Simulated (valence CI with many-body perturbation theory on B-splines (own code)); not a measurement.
Values are calculated unless marked as measured or tabulated.
## Pd³¹⁺: what the settings do

Method: configuration interaction combined with many-body perturbation theory (CI+MBPT): five valence electrons over a frozen Dirac-Fock core [Ne], radial functions for each j: 6 s, 6 p, 5 d, 3 f, 1 g, with the one-electron correlation potential Σ1 (screened to all orders), the two-electron term Σ2, the three-electron term Σ3, Breit, model QED; selected single and double excitations, second order for the rest, scaled by the run's own slope (own B-spline code, finite nucleus).

The last digits are not significant, and no measured levels were compared; by estimate large intervals hold to a few tenths of a per cent, small ones and those within an open d or f shell to about a per cent. Among the levels kept, up to 1200 cm⁻¹ of a level comes from second order outside the variational space, and about a tenth of that is noise between levels of different J, which matters for small intervals.

The reference run has the lowest level (3s^2 3p1/2^2 3p3/2) J=3/2 and an ionisation energy of 1854.27 eV. Its largest variational space holds 9996 state functions.

Levels are named by their leading jj configuration (3d3/2^4 stands for four electrons in 3d with j = 3/2), which in mixed levels can hold well under half, so a name can repeat and another be missing. Letters in brackets count levels of one name in rising energy.

Changed runs:
A. scale of Σ1 1 → 0; scale of Σ2 1 → 1.2; three-electron term on → off
B. size limit of the variational space 10000 → 3000
C. lowest core n in screening and Σ2 1 → 2; averaging of valence orbitals over low configurations on → off
D. box radius (bohr) 2.634 → 0.37 (bad on purpose)

Excitation energies of the reference run in cm⁻¹, and shifts in cm⁻¹:

```
                             Level  Reference      A         B        C
        (3s^2 3p1/2 3p3/2^2) J=3/2     250778   -433      -3.1      +10
        (3s^2 3p1/2 3p3/2^2) J=5/2     302912   -347      -8.2     +1.5
        (3s^2 3p1/2 3p3/2^2) J=1/2     368099   -179      -5.9      -15
              (3s^2 3p3/2^3) J=3/2     622331   -620       -10     -5.1
        (3s 3p1/2^2 3p3/2^2) J=5/2     900507   +319      -2.3      +34
        (3s^2 3p1/2^2 3d3/2) J=3/2     962691  +1083      -0.4      +18
        (3s 3p1/2^2 3p3/2^2) J=1/2    1040630   +353      -8.7      +30
        (3s 3p1/2^2 3p3/2^2) J=3/2    1069590   +767      -8.2      +26
        (3s^2 3p1/2^2 3d5/2) J=5/2    1111340  +1301      -6.5     -1.3
          (3s 3p1/2 3p3/2^3) J=3/2    1192270   +107       -13      +36
    (3s^2 3p1/2 3p3/2 3d3/2) J=5/2    1227090   +715       -15      +19
(3s^2 3p1/2 3p3/2 3d3/2) J=3/2 [a]    1228120   +824       -15      +19
            Ionisation energy (eV)    1854.27  -0.50  +0.00017  +0.0005
```

Run D: It gave no result. The program said: "need at least one array to concatenate".
